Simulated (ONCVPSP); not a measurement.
# Cutoff test, titanium, ONCV

* Element: Ti (Z = 22)
* Generator: ONCVPSP 4.0.1
* Type: optimised norm-conserving Vanderbilt (ONCV)
* Functional: BLYP
* Relativity: scalar-relativistic
* Frozen core: [Ne]
* Valence charge: 12
* Reference configuration: 3s2 3p6 3d2 4s1 4p1
* Partial waves: 3s+4s: rc 1.70 bohr, ncon 4, nbas 8, qcut 7.3 1/bohr, 2 projectors; 3p+4p: rc 1.80 bohr, ncon 3, nbas 7, qcut 7.8 1/bohr, 3 projectors, debl 1 Ha; 3d: rc 1.35 bohr, ncon 5, nbas 9, qcut 11.6 1/bohr, 2 projectors, debl 0.8 Ha; f scattering state at 0.16 Ha: rc 1.65 bohr, ncon 4, nbas 8, qcut 7.6 1/bohr, 3 projectors, debl 1.8 Ha
* Local potential: polynomial inside 1.15 bohr (lpopt 4, dvloc0 0 Ha)
* Core correction: Teter function, parameters optimised by the program

Task: For each optimised wave give the share of its norm inside rc, the residual kinetic energy above qcut (Ha) and the cutoffs (Ha) for errors of 10, 1, 0.1 and 0.01 mHa per electron.

Result:

```csv
wave,norm inside rc,residual KE,10 mHa,1 mHa,0.1 mHa,0.01 mHa
3s,0.950,1.1e-06,7.9,16.5,20.7,23.7
4s,0.055,1.5e-06,4.4,14.1,19.8,23.7
3p,0.930,9.1e-08,14.7,19.0,22.6,25.5
4p,0.027,1.1e-08,9.1,14.4,18.9,22.7
p projector 3,0.094,7.8e-08,12.6,17.5,21.7,25.0
3d,0.499,5.3e-06,40.6,50.8,58.7,65.2
d projector 2,0.145,4.9e-06,38.0,49.6,58.4,65.1
f projector 1,0.000,7.7e-09,0.5,1.2,3.8,9.8
f projector 2,0.135,4.2e-05,13.3,20.9,26.8,39.9
f projector 3,0.163,4.2e-04,19.6,26.6,32.8,56.8
```

The occupied waves need 51 Ha and 59 Ha for 1 and 0.1 mHa. Rows with under 1 % of the norm inside rc give no meaningful cutoff.
